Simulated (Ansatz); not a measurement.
Program: Ansatz. Geometries: PBE0-D4/def2-TZVP. ΔE: electronic, gas phase. CBS: MP2 limit from def2 TZ/QZ plus the TZ coupled-cluster correction, frozen cores. Functionals use def2-TZVPP. Elements past krypton have def2 core potentials. For W outer-core shells are correlated without core-valence functions, which leaves a few kJ/mol of doubt a bond. One conformer a species, not always the lowest.

`[CH3][W]([F])(=[S])=[S]` + `CO[SiH2]F` → `C[O][W]([F])(=[S])=[S]` + `C[SiH2]F`  (redistribution)

```
                  species  LC-ωPBE energy (Eh)
`[CH3][W]([F])(=[S])=[S]`          -1003.17109
              `CO[SiH2]F`           -505.66343
 `C[O][W]([F])(=[S])=[S]`          -1078.41760
               `C[SiH2]F`           -430.42510
```

Problem. Work out ΔE.

Solution. ΔE = (-1078.41760) + (-430.42510) − (-1003.17109) − (-505.66343) = -0.00818 Eh = -21.5 kJ/mol. CCSD(T)/CBS gives -8.7 kJ/mol.

Largest T1 diagnostic among the species: 0.022, so the coupled-cluster value is less sure than usual.

Leaving LDA and LC-ωPBE aside and taking each functional with its dispersion term where it has one, the values, not all of them listed here, spread over 16.9 kJ/mol, from revPBE-D4 to BHLYP-D4. From r2SCAN to r2SCAN0 (25 % exact exchange), in def2-TZVPP and without D4, ΔE moves by +7.9 kJ/mol.
